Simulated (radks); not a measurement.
Numerical settings for neutral cerium, [Xe] 4f1 5d1 6s2. All-electron calculation, non-relativistic Kohn-Sham, BLYP, spin-unpolarised, spherical densities, point nucleus; relativity is left out, which matters for an element this heavy. Program: a radial shooting solver on a logarithmic mesh with Libxc functionals. The defaults (mesh step 0.008 in ln r, mesh end at 40 bohr or more with all orbitals vanishing there, Anderson mixing 0.5 over 9 steps, residual threshold near 1e-9 with the energy settled to 1e-9 hartree or 1e-11 of itself, here a cap of 84 iterations) give E = -8569.8970 hartree and 6s at -3.360 eV in 15 iterations. Run on one thread of a shared host, so times are rough (Arm Neoverse N1): 0.18 s of CPU time, 0.18 s wall, 15 iterations on 2728 mesh points. Changes against that run (0 stands for a change within the tolerance of the run):

mesh step in ln r 0.12: iterations 4; converged no; E (mhartree) diverged; CPU (s) 0.01
mesh step in ln r 0.2: iterations 4; converged no; E (mhartree) diverged; CPU (s) 0.01
mesh step in ln r 0.05: iterations 15; converged yes; E (mhartree) +0.1; e(6s) (meV) +0.00324; CPU (s) 0.05
mesh end (bohr) 12: iterations 13; converged yes; E (mhartree) +0.798; e(6s) (meV) +48.8; CPU (s) 0.15
mesh end (bohr) 3: iterations 13; converged level above zero; E (mhartree) +5.48e+03; e(6s) (meV) +6.34e+04; CPU (s) 0.13
residual threshold 0.01: iterations 10; converged yes; E (mhartree) 0; e(6s) (meV) -0.0197; CPU (s) 0.14
residual threshold 0.001: iterations 10; converged yes; E (mhartree) 0; e(6s) (meV) -0.0197; CPU (s) 0.14
mixing 0.2: iterations 16; converged yes; E (mhartree) 0; e(6s) (meV) 0; CPU (s) 0.2
linear mixing, mixing 0.2: iterations 84; converged no; E (mhartree) 0; e(6s) (meV) 0; CPU (s) 0.64
linear mixing, mixing 1: iterations 84; converged no; E (mhartree) +1.06e+04; e(6s) (meV) -4.11e+04; CPU (s) 2.1
mixing history 3: iterations 16; converged yes; E (mhartree) 0; e(6s) (meV) 0; CPU (s) 0.18
iteration cap 5: iterations 5; converged no; E (mhartree) +0.237; e(6s) (meV) -67.6; CPU (s) 0.07

Settled on a wrong energy, with an occupied level pushed above zero by the early mesh end: mesh end (bohr) 3 (+5.48 hartree). Apart from these: no run marked as converged misses the energy by more than 1 mhartree. A mesh that ends early acts as a hard wall.
